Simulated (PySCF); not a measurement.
Cost of one run: geometry optimisation, `C[C@@H]1C[P@@H]1=[Te]`.

Method: PBE0-D3(BJ)/def2-SVP geometry optimisation, gas phase, def2 core potentials past Kr (PySCF 2.14.0). Work: geometry optimisation from a GFN2-xTB start shaken at random, density fitting. A driver script takes a list of jobs; this job's settings line and coordinates (Å) are shown.

Input:
```
{"job": {"xc": "PBE0", "basis": "def2-SVP", "d3": "d3bj", "grid": 1, "maxiter": 30, "shake": 0.01, "kind": "geom"}, "charge": 0, "multiplicity": 1}
C     -1.417170    -0.261020    -0.415410
C     -0.338250     0.095610     0.544990
C      0.748420     1.050980     0.071410
P      1.340920    -0.673910     0.275100
Te     1.858820    -2.086410    -1.483040
H     -2.083910     0.633850    -0.586970
H     -1.006600    -0.543300    -1.377750
H     -2.032120    -1.046580    -0.042620
H     -0.663720     0.241480     1.592450
H      0.691450     1.393250    -0.935620
H      1.091460     1.816910     0.777280
H      1.850390    -0.649150     1.571140
```

Hardware: an Arm Neoverse V1 with one thread, shared host with 32 logical CPUs at a one-minute load of 21. PySCF's memory limit was set to 2320 MB.

Problem. How large is the basis?

Solution. 121 functions.

Problem. Which is nearest to the wall time?
A. 69 s
B. 8.7 s
C. 1.2 s

Solution. A. The run took 69 s. The run took 10 energy-and-gradient evaluations and 69 SCF cycles, 6.9 s an evaluation on average.

Problem. How much memory does it need at the peak?

Solution. About 0.53 GiB. Peak memory is the resident size of the whole Python process, interpreter and libraries included.

Problem. At this speed, how long would 1000 such jobs take on 16 cores, one job a core?

Solution. 1000/16 gives 63 rounds of 69 s, about 72 min of wall time and 19 core-hours, if the jobs don't slow each other.

The host was shared with other jobs, so the times are rough.

The run converged: final energy -727.43867 Eh after 9 steps; dipole 4.43 D.
